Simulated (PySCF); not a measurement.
Calculations on `C(C#C)#[C][GeH2][O][SiH3]`, in the order of a workflow; each names the level of the geometry that it ran on. Settings lines and outputs come from a driver script.

Compound: C4H6GeOSi.
Numbering: `[CH:1]#[C:2][C:3]#[C:4][GeH2:5][O:6][SiH3:7]` (hydrogens: H8 on C1; H9, H10 on Ge5; H11, H12, H13 on Si7)

Step 1: PBE0-D3(BJ)/def2-SVP geometry optimisation, gas phase (PySCF 2.14.0) (from the GFN2-xTB geometry)
```json
{"job": {"xc": "PBE0", "basis": "def2-SVP", "d3": "d3bj", "grid": 1, "kind": "geom"}, "charge": 0, "multiplicity": 1}
```
```
step   0  E = -2596.49050318  max force = 0.016514
step   1  E = -2596.49629371  max force = 0.006446
step   2  E = -2596.49681980  max force = 0.001792
step   3  E = -2596.49689697  max force = 0.001885
step   4  E = -2596.49706942  max force = 0.003638
step   5  E = -2596.49714501  max force = 0.003010
step   6  E = -2596.49719604  max force = 0.000729
step   7  E = -2596.49720746  max force = 0.000429
optimisation converged
```

Final energy -2596.49721 Eh after 7 steps; dipole 1.39 D. Energies in Eh; «max force» is the largest Cartesian gradient component in Eh/bohr.

The run took 92 s on an Arm Neoverse V1 with one thread (shared host).

Step 2: TDDFT B3LYP/def2-SVPD, vertical, gas phase, core orbitals frozen in the response (PySCF 2.14.0, density-fitted response routines) (on the PBE0-D3(BJ)/def2-SVP geometry)
```json
{"job": {"kind": "uv", "xc": "B3LYP", "basis": "def2-SVPD", "dynamic": true, "nstates": 6, "ntriplets": 0}, "charge": 0, "multiplicity": 1}
```
```
...
Static polarisability (au): isotropic 113.896, principal 78.367 91.275 172.045
Singlet excitations
state   eV       nm        f      main configurations
  1   4.3261    286.6   0.00005   H->L 0.92
  2   4.5340    273.5   0.00250   H-1->L 0.53, H->L+1 0.46
  3   4.6067    269.1   0.00008   H-1->L+1 0.94
  4   5.7532    215.5   0.00063   H-2->L 0.97
  5   6.1350    202.1   0.08349   H-2->L+1 0.54, H-3->L 0.38
  6   6.1663    201.1   0.00924   H-3->L 0.55, H-2->L+1 0.42
```

HOMO -7.47 eV, LUMO -1.77 eV; lowest singlet 4.33 eV; mean polarisability 113.9 au.

Time: 44 s of wall time. Hardware: an Arm Neoverse V1 with one thread, shared host.

Step 3: core-valence-separated TDA BHandHLYP/aug-pcX-1 H:pcseg-1 Si:def2-SVPD Ge:def2-SVPD, K edges, non-relativistic, gas phase (PySCF 2.14.0, density-fitted response routines) (on the PBE0-D3(BJ)/def2-SVP geometry)
```json
{"job": {"kind": "xas", "xc": "BHandHLYP", "basis": {"default": "aug-pcX-1", "H": "pcseg-1", "Si": "def2-SVPD", "Ge": "def2-SVPD"}}, "charge": 0, "multiplicity": 1}
```
```
...
C K edge
   eV          f      from atoms
  282.688   0.04981   C3
  282.720   0.05305   C3
  283.039   0.05628   C0
  283.134   0.05731   C0
  283.220   0.04092   C2
  283.415   0.03563   C2
  283.531   0.04007   C1
  283.573   0.04551   C1
  286.436   0.01192   C0
  286.512   0.01345   C3
  286.563   0.01275   C3
  286.780   0.00253   C3
  287.301   0.00069   C1 C0
  287.330   0.00003   C2
  287.377   0.01759   C1 C0
  287.383   0.00754   C0 C1
  287.671   0.00770   C2
  287.739   0.00686   C3
  287.807   0.00048   C3
  287.850   0.02214   C1
...
```

Lowest C 1s excitation 282.7 eV; lowest O 1s excitation 531.2 eV; the energies are raw, with no shift to experiment and no relativistic term. The log counts atoms from 0, this text from 1.

Hardware: Arm Neoverse V1, one thread, shared host. Cost: 28 s of wall time.

Geometry of the electronic-property runs (PBE0-D3(BJ)/def2-SVP):
```
atom  x, y, z in Å
C1     3.5273   -1.8895    0.6165
C2     2.6327   -1.1316    0.2918
C3     1.6232   -0.2802   -0.0728
C4     0.7229    0.4839   -0.3971
Ge5   -0.6974    1.6513   -0.8845
O6    -2.1656    0.6788   -1.0748
Si7   -2.8471   -0.6155   -0.2862
H8     4.3190   -2.5576    0.9030
H9    -0.9132    2.6739    0.2398
H10   -0.4155    2.2910   -2.2459
H11   -4.0897   -0.9879   -1.0203
H12   -1.9132   -1.7821   -0.2584
H13   -3.1972   -0.2533    1.1232
```

One conformer stands for the species.
